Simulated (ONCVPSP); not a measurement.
## Before and after: ONCV potential for Nb (Z = 41)

Nb, optimised norm-conserving Vanderbilt (ONCV), made with ONCVPSP 4.0.1 (PBEsol, scalar-relativistic). Core [Ar] 3d10, reference 4s2 4p6 4d3 5s2. Waves: 4s+5s: rc 2.05 bohr, ncon 4, nbas 7, qcut 6 1/bohr, 2 projectors; 4p: rc 1.80 bohr, ncon 4, nbas 7, qcut 6.4 1/bohr, 2 projectors, debl 3.9 Ha; 4d: rc 1.80 bohr, ncon 4, nbas 9, qcut 4.7 1/bohr, 2 projectors, debl 2.6 Ha. Local part: polynomial inside 1.25 bohr (lpopt 5, dvloc0 4 Ha). Core correction: none.

All-electron outer shells of the reference configuration (PBEsol, scalar-relativistic, ld1.x):

| shell | level (eV) | outermost node (bohr) | outermost maximum (bohr) |
| --- | --- | --- | --- |
| 3d | -198.91 | – | 0.33 |
| 4s | -60.78 | 0.53 | 1.02 |
| 4p | -36.78 | 0.54 | 1.12 |
| 5s | -4.71 | 1.40 | 2.96 |
| 4d | -4.65 | 0.55 | 1.47 |

Change: s: qcut 6.2; p: qcut 6.6; d: qcut 4.8.

Cutoffs: the cutoffs (Ha) at which the residual kinetic energy of the hardest occupied pseudo-wave falls to 1 and 0.1 mHa per electron; they do not see the model core or the augmentation charge, which bear on the density cutoff. Errors are all-electron minus pseudo energies relative to the spin-unpolarised reference configuration.

Task: How do hardness, ghosts and transferability respond?

Result: The potential gets softer (42 Ha and 92 Ha → 36 Ha and 91 Ha); both files keep a bound ghost (d); the errors of the 4 common tests hardly move.

| quantity | base | changed |
| --- | --- | --- |
| cutoff, loose | 42 Ha | 36 Ha |
| cutoff, tight | 92 Ha | 91 Ha |
| loose cutoff by channel | s 12 Ha, p 10 Ha, d 42 Ha | s 12 Ha, p 10 Ha, d 36 Ha |
| bound ghosts | d | d |
| GHOST(+) flags under 300 eV | none | none |
| error for 4s2 4p6 4d4 5s1, meV [ΔE 0.53 eV] | -4.6 | -4.5 |
| error for 4s2 4p6 4d4 5s0, meV [ΔE 7.19 eV] | -9.2 | -9.0 |
| error for 4s2 4p6 4d3 5s0, meV [ΔE 21.22 eV] | -8.2 | -7.9 |
| error for 4s2 4p6 4d4 5s0 5p1, meV [ΔE 3.53 eV] | -6.6 | -6.4 |
| s: phases at 2.08 bohr within 0.05 rad from the reference energy up to (Ha; the scan ends near 5) | 4.5 | 4.6 |
| p: phases at 1.83 bohr within 0.05 rad from the reference energy up to (Ha; the scan ends near 5) | to the end of the scan | to the end of the scan |
| d: phases at 1.83 bohr within 0.05 rad from the reference energy up to (Ha; the scan ends near 5) | 3.4 | 3.4 |

 A true bound ghost makes a file unfit for plane-wave use even where its test errors are small: the radial tests pick states by their node count and pass the ghost by.
